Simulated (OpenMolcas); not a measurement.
## C3H5Ga (SMILES C#[C][GaH][CH3]): methods side by side

C3H5Ga has 9 atoms, charge 0, and is taken as a singlet. SMILES: `C#[C][GaH][CH3]`. The shape is that of a PBE0-D4/def2-TZVP optimisation.

```csv
atom,x (Å),y (Å),z (Å)
C,1.4987,0.8168,-2.1387
C,0.9500,0.7452,-1.0628
Ga,0.0688,0.6112,0.6437
C,-1.0361,-0.9725,0.9664
H,1.9837,0.8831,-3.0861
H,0.2926,1.7831,1.6555
H,-0.4514,-1.8772,0.7821
H,-1.4352,-1.0063,1.9800
H,-1.8710,-0.9835,0.2600
```

Quantity: the dipole moment, in D. The values are calculated.

```
                              level             kind     program  value (D)  CPU time
    HF/6-31G* (spherical functions)     Hartree–Fock  OpenMolcas       0.55      15 s
 SVWN5/6-31G* (spherical functions)              LDA  OpenMolcas       0.80      37 s
   PBE/6-31G* (spherical functions)              GGA  OpenMolcas       0.77      47 s
 M06-L/6-31G* (spherical functions)         meta-GGA  OpenMolcas       0.68      57 s
r2SCAN/6-31G* (spherical functions)         meta-GGA  OpenMolcas       0.72      57 s
 B3LYP/6-31G* (spherical functions)    global hybrid  OpenMolcas       0.72      48 s
M06-2X/6-31G* (spherical functions)  hybrid meta-GGA  OpenMolcas       0.63      55 s
  PBE0/6-31G* (spherical functions)    global hybrid  OpenMolcas       0.70      50 s
```

All-electron rows without a relativistic Hamiltonian named are non-relativistic. The values span 0.55 to 0.80 D. Magnitudes only. Times are those of the runs behind each value, whatever else they computed, on shared processors of several kinds: orders of magnitude only.
